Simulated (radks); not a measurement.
Values are calculated unless marked as measured or tabulated.
Neutral silicon inside a hard spherical wall (all orbitals vanish at R), configuration held at [Ne] 3s2 3p2 and not refilled when levels cross. Code: a radial shooting solver on a logarithmic mesh with Libxc functionals. Model: non-relativistic Kohn-Sham, r2SCAN, spin-unpolarised, spherical densities, point nucleus; meta-GGA in the generalised Kohn-Sham scheme. Eigenvalues in eV, with the zero of energy where the potential of the charges vanishes at infinity; a dash marks a level that is unbound or too diffuse for the functional's potential to be trusted. A positive occupied level is held by the wall or, in an anion where self-interaction has pushed it up, behind a barrier. The pressure on the wall is -dE/dV.

R (bohr)  E (hartree)  kinetic (hartree)    e(2s)    e(2p)    e(3s)   e(3p)  e(4s, empty)  e(4p, empty)  pressure (GPa)
free       -289.30502            288.877  -142.91  -97.771  -11.135  -4.115             -             -               0
15         -289.30502            288.877  -142.91  -97.771  -11.135  -4.115         0.219         1.016        < 0.0001
12         -289.30499            288.878  -142.90  -97.766  -11.131  -4.111         0.565         1.746        0.000561
10         -289.30473            288.880  -142.87  -97.737  -11.110  -4.089         1.171         2.867         0.00753
8          -289.30232            288.899  -142.69  -97.558  -10.985  -3.952         2.755         5.463           0.112
5          -289.21091            289.373  -139.83  -94.689   -9.114  -1.580        14.828        20.768            11.2
4          -288.95901            290.379  -135.49  -90.326   -5.880   2.562        31.185        38.782            68.4
3.5        -288.61833            291.538  -131.47  -86.283   -2.278   7.038        47.551        55.991             185
